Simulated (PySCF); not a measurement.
**Spinor energies of Ge¹⁹⁺ (germanium, charge +19)**

Start: [Ne] 3s2 3p1; 3p3/2 filled at m_j = +3/2. Calculated with PySCF 2.14 in an even-tempered Gaussian basis (19 s from 2.1 bohr⁻², ratio 2.4; 13 p from 2.7 bohr⁻², ratio 2.4; 5 d from 10 bohr⁻², ratio 2.6; 4 f from 15 bohr⁻², ratio 2.6): generalised Hartree-Fock with the X2C-1e Hamiltonian and a Gaussian nucleus; one run each with spin-orbit coupling (SO) screened by Boettger's factors, then bare. This is a chosen level, not necessarily the ground level.

```
spinor shell  electrons  ε, screened SO (eV)  ε, bare SO (eV)  weight of nominal j (bare SO)  rms radius, bare SO (bohr)
       1s1/2          2             -11954.0         -11954.0                          1.000                      0.0541
       2s1/2          2              -2197.9          -2197.9                          1.000                       0.223
       2p1/2          2              -2034.6          -2036.2                          0.999                       0.197
       2p3/2          4              -2002.5          -2001.8                          1.000                       0.200
       3s1/2          2              -791.58          -791.58                          1.000                       0.561
       3p3/2          1              -741.50          -741.35                          1.000                       0.555
```

```
   quantity  screened SO      bare SO
E (hartree)  -1893.89721  -1893.90165
        M_J          3/2          3/2
       ⟨J²⟩        3.752        3.752
       ⟨L²⟩        2.002        2.002
       ⟨S²⟩        0.751        0.751
```

Each row is a mean over spinors that exchange with the open shell spreads, by up to 10.340 eV (3s1/2).
